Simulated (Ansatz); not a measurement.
Stepwise reaction of `[NH]=[Nb]([NH2])([NH2])[F]` with hydrogen chloride, as a gas-phase model of exchange steps in deposition or etching. ΔE in kJ/mol; ΔG adds harmonic PBE0-D4 terms to CCSD(T)/CBS, at 1 bar.

Isolated molecules relaxed with PBE0-D4/def2-TZVP in Ansatz; ΔE leaves out vibrations. CCSD(T)/CBS adds triple-zeta CCSD(T) − MP2 to the extrapolated MP2 energy (def2 sets, frozen cores). This one scheme is used for every species. DFT in def2-TZVPP. B3LYP here is the variant with VWN-RPA as its local correlation; programs differ in this. Elements past krypton have def2 core potentials. For Nb outer-core shells are correlated without core-valence functions, which leaves a few kJ/mol of doubt a bond. One conformer a species, not always the lowest.

| step | reaction | PBE-D4 | B3LYP-D4 | ωB97M-V | CCSD(T)/CBS | ΔG(400 K) |
| --- | --- | --- | --- | --- | --- | --- |
| 2 | `[NH]=[Nb]([NH2])([F])[Cl]` + HCl → `[NH]=[Nb]([F])([Cl])[Cl]` + NH₃ | -61.9 | -61.2 | -60.4 | -60.5 | -54.2 |

(1) Give the row of step 1, `[NH]=[Nb]([NH2])([NH2])[F]` + HCl → `[NH]=[Nb]([NH2])([F])[Cl]` + NH₃. (Estimate.)

(2) By hand: ΔE of the 2 steps together at CCSD(T)/CBS.

## Answers

(1) The calculation gave: 
```tsv
step	reaction	PBE-D4	B3LYP-D4	ωB97M-V	CCSD(T)/CBS	ΔG(400 K)
1	`[NH]=[Nb]([NH2])([NH2])[F]` + HCl → `[NH]=[Nb]([NH2])([F])[Cl]` + NH₃	-87.3	-87.3	-87.2	-87.9	-78.8
```

(2) (-87.9) + (-60.5) = -148.4 kJ/mol, or -74.2 kJ/mol a step.

In ΔE each step is higher than the one before. All are downhill at CCSD(T)/CBS. ΔG lies between -78.8 and -54.2 kJ/mol a step. PBE-D4 differs from CCSD(T)/CBS by -1.4 to 0.6 kJ/mol a step. Isolated molecules leave out the surface, adducts and barriers. Largest T1 diagnostic: 0.020.
